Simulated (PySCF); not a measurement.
Field gradients from PBE0/pcSseg-1 densities (PySCF, non-relativistic) at GFN2-xTB geometries, isolated species, one conformer each; χzz is the principal value of largest magnitude, with Q(14N) = 0.02044 b. GFN2-xTB bond lengths can be off by several hundredths of an ångström, more for odd bonds, and the gradients follow them. The small basis limits the accuracy of the gradients.

**Question.** These 14N couplings (χzz in MHz, η) are listed in rising order: (-6.843, 0.45); (-6.524, 0.54); (-2.845, 0.03). Assign them to: N4 (hydrazine nitrogen) in `[CH3:1][CH2:2][CH2:3][NH:4][NH:5][SiH3:6]`; N4 (hydrazine nitrogen) in `[CH3:1][CH2:2][NH:3][N:4]([CH3:5])[SiH3:6]`; the nitrogen bridging silicon atoms of `[SiH3]N([SiH3])[SiH2]C#CC1CC1`.

**Answer.** -6.843 MHz, η 0.45: N4 (hydrazine nitrogen) in `[CH3:1][CH2:2][CH2:3][NH:4][NH:5][SiH3:6]`; -6.524 MHz, η 0.54: N4 (hydrazine nitrogen) in `[CH3:1][CH2:2][NH:3][N:4]([CH3:5])[SiH3:6]`; -2.845 MHz, η 0.03: the nitrogen bridging silicon atoms of `[SiH3]N([SiH3])[SiH2]C#CC1CC1`.

All sites together:

```
nucleus                                                                   site  Vzz (au)     η  χzz (MHz)
    14N   N4 (hydrazine nitrogen) in [CH3:1][CH2:2][CH2:3][NH:4][NH:5][SiH3:6]    -1.425  0.45     -6.843
    14N  N4 (hydrazine nitrogen) in [CH3:1][CH2:2][NH:3][N:4]([CH3:5])[SiH3:6]    -1.358  0.54     -6.524
    14N   the nitrogen bridging silicon atoms of [SiH3]N([SiH3])[SiH2]C#CC1CC1    -0.592  0.03     -2.845
```
